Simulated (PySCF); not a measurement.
CH6InN, SMILES [CH3][InH][NH2].

Geometry: B3LYP-D3(BJ)/def2-SVP. The def2 effective core potentials stand for the cores of In; spin–orbit coupling is left out. One conformer was computed; it need not be the lowest.

Computed with IEF-PCM-ωB97X/def2-SVP (PySCF).

The values are the electrostatic part of the solvation free energy, E(continuum) − E(gas) at the gas-phase geometry, in a cavity of scaled van der Waals radii (PySCF's table); cavitation and dispersion terms are not included. A continuum can't describe solvent molecules that bind to the metal. In vacuum the orbital gap is 10.09 eV. The dipole moment in vacuum is 0.56 D.

Computed values in water (ε = 78.36), diethylether (ε = 4.24), 1-octanol (ε = 9.86):
```tsv
solvent	ε	ΔG(elec) (kcal/mol)	dipole (D)	gap (eV)
water	78.36	-3.6	0.71	10.40
diethylether	4.24	-2.4	0.66	10.29
1-octanol	9.86	-3.1	0.69	10.35
```
